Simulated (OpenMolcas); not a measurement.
Ti3+ with 6 ligands (fluoride) in octahedral coordination (Oh) at 1.98 Å. A charge of +0.5 e stands 2.6 Å behind each ligand. Ligand basis ANO-RCC-VDZP.
```
Ti    0.0000    0.0000    0.0000
F     1.9800    0.0000    0.0000
F     0.0000    1.9800    0.0000
F    -1.9800    0.0000    0.0000
F     0.0000   -1.9800    0.0000
F     0.0000    0.0000    1.9800
F     0.0000    0.0000   -1.9800
```

```
Program             : OpenMolcas 26.06
Method              : CASSCF
Basis               : ANO-RCC-VDZP [5s4p2d1f]
Scalar Hamiltonian  : DKH2, point nucleus
Active space        : 1 electron in 5 orbitals (3d)
State averaging     : 2S+1 = 2 even, 5 roots
Spin-orbit coupling : RASSI with atomic mean-field integrals over the reference wave functions
```

Problem. What is the spin-free ground state (labels of O, the rotations of Oh)?

Solution. 2T2, 3-fold in its orbital part; it has the highest spin that d1 allows.

Problem. Where is the first state of the same spin?

Solution. 2E at 15300 cm-1 above the ground state.

Problem. What are the lowest two levels with spin-orbit coupling?

Solution. A 4-fold level Γ8, then a 2-fold level Γ7 218.8 cm-1 above it. Their leading multiplicities are 2 (100 %) and 2 (100 %).

Problem. What is χT at 300 K, and how does it compare with the textbook value?

Solution. The lowest level has 2S+1 = 2, for which the spin-only value is χT = S(S+1) / 2 = 0.375 cm3 K/mol (g = 2). The computed 0.446 at 300 K differs by +0.071, through orbital momentum, spin-orbit coupling and any other state in reach. With a threefold ground state the orbital momentum is unquenched, so the spin-only value is not expected to hold.

Problem. Which ligand-field parameters describe the states?

Solution. The gap between the two states is 10Dq = 15311 cm-1. 

An orbital triplet at a regular site is open to Jahn-Teller coupling, which can distort the site and quench the lowest spin-orbit gaps and is left out. Ligand-to-metal charge-transfer states are missing. With metal d orbitals alone and no dynamic correlation the field as a rule comes out too small, by tens of per cent, by up to half for chloride and softer ligands. No measured value stands beside these numbers; the geometry is a model, was not optimised and need not be the one that this ion takes.
